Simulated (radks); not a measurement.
Species: Ir3+. Configuration: [Kr] 4d10 4f14 5s2 5p4 5d8 (not the ground configuration). Calculated with a radial shooting solver on a logarithmic mesh with Libxc functionals: Dirac Kohn-Sham, Wu-Cohen GGA, spin-unpolarised, spherical densities, point nucleus; open shells are shared between the two j in proportion to 2j + 1. Some entries of the table are withheld. Estimate them.

orbital,occ.,eigenvalue (eV),<r> (bohr)
1s1/2,2,-76054.59,0.01744
2s1/2,2,-13325.51,0.07295
2p1/2,2,(1),0.06017
2p3/2,4,(2),0.06848
3s1/2,2,-3145.231,0.1899
3p1/2,2,(3),0.1801
3p3/2,4,(4),0.1954
3d3/2,4,-2120.290,0.1705
3d5/2,6,-2043.269,0.1752
4s1/2,2,-700.5242,0.4232
4p1/2,2,(5),0.4266
4p3/2,4,(6),0.4604
4d3/2,4,(7),(8)
4d5/2,6,(9),(10)
5s1/2,2,-133.6349,0.9694
4f5/2,6,(11),0.5286
5p1/2,1.33333,-99.9675,1.049
4f7/2,8,(12),0.5361
5p3/2,2.66667,-85.7650,1.141
5d3/2,3.2,-40.1672,1.477
5d5/2,4.8,-38.5937,1.519
6s1/2,0,-32.2376,2.344
6p1/2,0,-24.4797,2.710
6p3/2,0,-22.4822,2.916

Answer. 
(1) 2p1/2 eigenvalue (eV): -12766.69
(2) 2p3/2 eigenvalue (eV): -11138.59
(3) 3p1/2 eigenvalue (eV): -2894.875
(4) 3p3/2 eigenvalue (eV): -2538.414
(5) 4p1/2 eigenvalue (eV): -594.9025
(6) 4p3/2 eigenvalue (eV): -510.5404
(7) 4d3/2 eigenvalue (eV): -337.3845
(8) 4d3/2 <r> (bohr): 0.4717
(9) 4d5/2 eigenvalue (eV): -321.7209
(10) 4d5/2 <r> (bohr): 0.4829
(11) 4f5/2 eigenvalue (eV): -101.3500
(12) 4f7/2 eigenvalue (eV): -98.2124
